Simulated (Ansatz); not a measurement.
## Ligand exchange: GaH2(CH3) + Ge(SH)2 → GaH(CH3)(SH) + GeH(SH)

Species: GaH2(CH3), singlet; Ge(SH)2, singlet; GaH(CH3)(SH), singlet; GeH(SH), singlet. The partners trade H for SH: Ga–H and Ge–SH bonds give way to Ga–SH and Ge–H.

Shapes, held fixed at every level: PBE0-D4/def2-TZVP. Flexible molecules stand in one conformer, not always the lowest. Programs: Ansatz 0.2.0. Electronic energies: no zero-point or thermal term.

```tsv
level	kind	ΔE (kJ/mol)	less CCSD(T)/def2-TZVPP	CPU time (sum over the molecules)
PBE-D4/def2-TZVPP	GGA	+3.4	+9.9	15 s
r2SCAN-D4/def2-TZVPP	meta-GGA	+0.8	+7.3	29 s
PBE0-D4/def2-TZVPP	global hybrid	-0.2	+6.3	18 s
wB97M-V/def2-TZVPP	range-separated hybrid	-2.1	+4.4	60 s
B2PLYP/def2-TZVPP	double hybrid	-1.8	+4.7	27 s
MP2/def2-TZVPP	perturbation theory	-1.6	+4.9	–
CCSD(T)/def2-TZVPP	coupled cluster or CI	-6.5	0.0	2.6 min
```

The highest level, CCSD(T)/def2-TZVPP, gives ΔE = -6.5 kJ/mol; the levels span -6.5 to +3.4. They disagree on the sign: 2 of 7 are positive. The column of differences is taken from that level and isn't an error. No measured value is set beside it here. Relativity is left out for Ga, Ge. Outer-core shells of Ga, Ge are correlated, in sets that cover them unevenly. CCSD(T)/def2-TZVPP lies outside the range of all other levels here, so it shouldn't be taken on trust. Times are processor times on shared x86 and Arm servers, and rough.
